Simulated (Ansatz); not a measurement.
Species: C₃H₃O (charge -1, singlet). It need not be the lowest isomer of its formula. Whether it binds its extra electron was not tested at this geometry. SMILES: C#C[CH-]O
Structure (B3LYP-D3(BJ)/def2-TZVP (Ansatz, a first-principles code) minimum search):
```xyz
7

C      1.9325    -0.0813     0.3307
C      0.6918    -0.2934     0.0260
C     -0.6145    -0.4676    -0.1213
O     -1.5606     0.6237    -0.1074
H      2.6014     0.1000    -0.5266
H     -1.1305    -1.4108    -0.2347
H     -1.0444     1.3742     0.2082
```
Charge -1, spin multiplicity 1.

Parts of the frozen-core correlation energy in cc-pwCVTZ (Ansatz, hartree). Frozen orbitals: 4; correlated occupied orbitals by spin: 11 and 11; virtual: 199 and 199. No spin-orbit coupling. Non-relativistic.

| term | value |
|---|---|
| reference (HF) | -190.14511 |
| MP2 opposite-spin | … |
| MP2 same-spin | … |
| CCSD correlation | … |
| (T) | -0.03755 |
| T1 diagnostic | 0.017 |
| largest doubles amplitude | 0.067 |

Q: Complete the blanks.

A: 
- MP2 opposite-spin, value: -0.55192
- MP2 same-spin, value: -0.18394
- CCSD correlation, value: -0.75021
